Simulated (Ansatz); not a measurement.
Potential energy curve for BH, singlet.

Levels: RMP2 = Ansatz (a quantum-chemistry and plane-wave program) with MP2 on RHF/aug-cc-pVDZ, frozen core; RKS-B3LYP = Ansatz with restricted B3LYP/aug-cc-pVDZ; UMP2 = MP2 on UHF/aug-cc-pVDZ, frozen core (Ansatz); FCI = full CI/aug-cc-pVDZ, frozen core (Ansatz).

Energies relative to the lowest point of each curve near equilibrium, in mEh:

| R / Å | RMP2 | RKS-B3LYP | UMP2 |
|---|---|---|---|
| 0.98 | 40.5 | 39.8 | 39.2 |
| 1.05 | 19.1 | 18.8 | 18.1 |
| 1.17 | 2.2 | 2.3 | 1.9 |
| 1.20 | 0.7 | 0.8 | 0.6 |
| 1.29 | 0.7 | 0.6 | 0.9 |
| 1.31 | 1.4 | 1.2 | 1.7 |
| 1.36 | 4.1 | 3.6 | 4.5 |
| 1.46 | 12.0 | 10.9 | 12.7 |
| 1.56 | 22.2 | 20.3 | 23.1 |
| 1.66 | 33.5 | 30.8 | 34.4 |
| 2.06 | 79.2 | 73.2 | 85.4 |
| 5.04 | 183.8 | 191.3 | 116.6 |

Task: Estimate the FCI values at these points.

Result: 0.98: 41.7; 1.05: 20.1; 1.17: 2.6; 1.20: 1.0; 1.29: 0.4; 1.31: 0.9; 1.36: 3.1; 1.46: 10.1; 1.56: 19.2; 1.66: 29.2; 2.06: 68.0; 5.04: 127.4 (mEh).

The restricted form behind RMP2, RKS-B3LYP keeps the bonding electrons paired and can't separate into open-shell fragments. The T1 diagnostic of CCSD on the restricted reference of RMP2 exceeds 0.045 at 2.49 to 5.04 Å. The unrestricted determinant behind UMP2 is spin-contaminated at 0.98 to 5.04 Å (<S²> up to 1.0, against 0.00 for a pure singlet).
